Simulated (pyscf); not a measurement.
H₂N–Si•(Cl)–Cl, doublet

Gas-phase minimum from PySCF at ωB97X-D3(BJ)/def2-SVP, one conformer. Other isomers of H₂N–Si•(Cl)–Cl were not searched in full and may lie lower. 

SMILES: Cl[Si](N)Cl
```xyz
6

N      1.2748    -0.1071    -0.5042
Si     0.4560     0.0730     0.9934
Cl     1.5498    -0.9776     2.4064
Cl    -1.4271    -0.7592     0.7515
H      2.2842    -0.0165    -0.5638
H      0.8080     0.0909    -1.3836
```
Charge 0, spin multiplicity 2.

Bonded distances (Å): N1–Si2 1.716, N1–H5 1.015, N1–H6 1.015, Si2–Cl3 2.073, Si2–Cl4 2.073. Bond angles (°): Si2–N1–H5 121.1, Si2–N1–H6 121.1, H5–N1–H6 112.9, N1–Si2–Cl3 106.8, N1–Si2–Cl4 106.8, Cl3–Si2–Cl4 110.8.

Properties at ωB97X-D3(BJ)/def2-SVP:

* **Harmonic wavenumbers, unscaled**: 110, 156, 283, 297, 340, 511, 572, 794, 884, 1530, 3614, 3721 cm⁻¹
* **Zero-point energy**: 18.3 kcal/mol
* **Rotational symmetry number**: 1
* **Entropy of this conformer at 298 K and 1 atm, rigid rotor and harmonic oscillator, modes under 100 cm⁻¹ raised to 100**: 335.8 J/(mol K)
* **Dipole moment**: 2.98 D
* **Spin expectation value S2**: 0.753

Single-point totals, which compare only within one level (frozen core for MP2 and CC):

```tsv
level	total energy (hartree)
ωB97X-D3(BJ)/def2-TZVP	-1266.05338
PBE/def2-TZVP	-1265.41496
r²SCAN/def2-TZVP	-1265.89175
B3LYP-D3(BJ)/def2-TZVP	-1266.06310
PBE0-D3(BJ)/def2-TZVP	-1265.52346
M06-2X/def2-TZVP	-1265.93223
ωB97M-D3(BJ)/def2-TZVP	-1266.15915
UHF/def2-TZVPP	-1263.71344
MP2/def2-TZVPP	-1264.39827
CCSD/def2-TZVPP	-1264.44111
CCSD(T)/def2-TZVPP	-1264.47242
```

Soft torsions are taken as harmonic, which can shift the entropy by several J/(mol K). The CCSD(T) − MP2 part came from Ansatz, without density fitting, on the same reference.
